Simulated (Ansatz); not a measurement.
`CN(C)[SiH]([SiH3])Cl` + `C[N](C)[W]([OH])(=[S])=[S]` → `C[O][W](=[S])(=[S])[N](C)C` + `CN[SiH]([SiH3])Cl`  (substitution at a C–N bond)

Program: Ansatz. Geometries: PBE0-D4/def2-TZVP. ΔE: electronic, gas phase. CBS: MP2 limit from def2 TZ/QZ plus the TZ coupled-cluster correction, frozen cores. Functionals use def2-TZVPP. Elements past krypton have def2 core potentials. For W outer-core shells are correlated without core-valence functions, which leaves a few kJ/mol of doubt a bond. Each species was taken in one conformer, which may not be the lowest.

`CN(C)[SiH]([SiH3])Cl`:

Z-matrix (Å, degrees):
```
C
N 1 1.444
H 1 1.096 2 110.4
H 1 1.092 2 110.8 3 119.4
H 1 1.099 2 112.1 3 -120.3
C 2 1.446 1 113.3 3 59.5
Si 2 1.703 1 122.2 3 -140.8
H 6 1.091 2 110.5 1 -178.3
H 6 1.099 2 112.1 1 61.2
H 6 1.096 2 110.3 1 -59.0
Si 7 2.338 2 111.7 1 40.7
Cl 7 2.090 2 113.9 1 -78.5
H 7 1.483 2 107.0 1 166.2
H 11 1.488 7 111.0 2 54.2
H 11 1.488 7 110.3 2 -66.4
H 11 1.487 7 108.8 2 174.3
```

`C[N](C)[W]([OH])(=[S])=[S]`:

Cartesian coordinates in Å:
```
C -0.061 1.748 0.037
N -0.224 0.306 0.009
C -1.451 -0.091 -0.661
W 0.982 -0.988 0.752
O 2.086 -1.630 -0.638
S 2.172 -0.023 2.234
S -0.153 -2.589 1.589
H -0.022 2.143 -0.984
H 0.855 2.023 0.555
H -0.911 2.211 0.551
H -2.318 0.336 -0.144
H -1.450 0.273 -1.695
H -1.559 -1.174 -0.673
H 2.056 -2.543 -0.932
```

`C[O][W](=[S])(=[S])[N](C)C`:

```xyz
17

C     0.338   -2.429   -2.133
O     0.158   -1.505   -1.088
W     0.286    0.348   -0.946
S    -1.103    1.244   -2.301
S     2.282    0.949   -1.412
N    -0.149    0.813    0.866
C     0.830    0.950    1.930
C    -1.496    1.114    1.318
H     1.363   -2.380   -2.512
H    -0.356   -2.217   -2.951
H     0.144   -3.431   -1.745
H     0.824    1.974    2.321
H     1.831    0.721    1.569
H     0.588    0.267    2.752
H    -1.549    2.143    1.695
H    -2.213    1.005    0.507
H    -1.779    0.435    2.131
```

`CN[SiH]([SiH3])Cl`:

Cartesian coordinates in Å:
```
C 0.047 1.423 1.257
N -0.953 0.456 0.851
Si -0.620 -1.003 0.040
Si 0.743 -0.653 -1.828
Cl 0.403 -2.407 1.197
H 0.435 1.241 2.265
H 0.896 1.384 0.569
H -0.356 2.438 1.219
H -1.794 0.492 1.406
H -1.932 -1.620 -0.274
H 0.975 -1.952 -2.511
H 0.099 0.291 -2.780
H 2.056 -0.091 -1.412
```

```tsv
level	ΔE (eV)
ωB97X-V	0.15
SCS-MP2/def2-QZVPP	0.16
```

(1) What does CCSD(T)/CBS give? (An estimate is asked.)

Largest T1 diagnostic among the species: 0.021, so the coupled-cluster value is less sure than usual.

## Answers

(1) Computed: +0.18 eV. The listed levels differ from it by -0.03, -0.02 eV.

At CCSD(T), def2-SVP lies −0.07 eV from the extrapolated value and def2-TZVPP −0.02 eV. Leaving LDA and LC-ωPBE aside and taking each functional with its dispersion term where it has one, the values, not all of them listed here, spread over 0.07 eV, from BLYP-D4 to revPBE-D4. LDA lies +0.09 eV from PBE without D4.
